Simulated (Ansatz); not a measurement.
Reaction (hydrogen abstraction from a Ga–H bond): `[NH2][GaH][OH]` + `[CH3]`• → `[NH2][Ga][OH]`• + CH₄

Isolated molecules relaxed with PBE0-D4/def2-TZVP in Ansatz; ΔE leaves out vibrations. CCSD(T)/CBS adds triple-zeta CCSD(T) − MP2 to the extrapolated MP2 energy (def2 sets, frozen cores). This one scheme is used for every species. DFT in def2-TZVPP. Open shells (•) are unrestricted, without spin–orbit coupling. For Ga outer-core shells are correlated without core-valence functions, which leaves a few kJ/mol of doubt a bond. Scalar relativity is left out up to krypton. Each species was taken in one conformer, which may not be the lowest.

CCSD(T)/CBS gives -22.4 kcal/mol.

Question: Another level gave -28.3 kcal/mol. Which?
A. MP2/def2-TZVPP
B. PBE/def2-TZVPP
C. SCS-MP2/def2-TZVPP
D. BHLYP-D4/def2-TZVPP

Answer: B. PBE -28.3, MP2/def2-TZVPP -25.4, SCS-MP2/def2-TZVPP -24.2, BHLYP-D4 -22.3 kcal/mol.

Largest T1 diagnostic among the species: 0.016.

From BLYP to BHLYP (50 % exact exchange), in def2-TZVPP and without D4, ΔE moves by +5.0 kcal/mol. At CCSD(T), def2-SVP lies −1.5 kcal/mol from the extrapolated value and def2-TZVPP −1.0 kcal/mol.
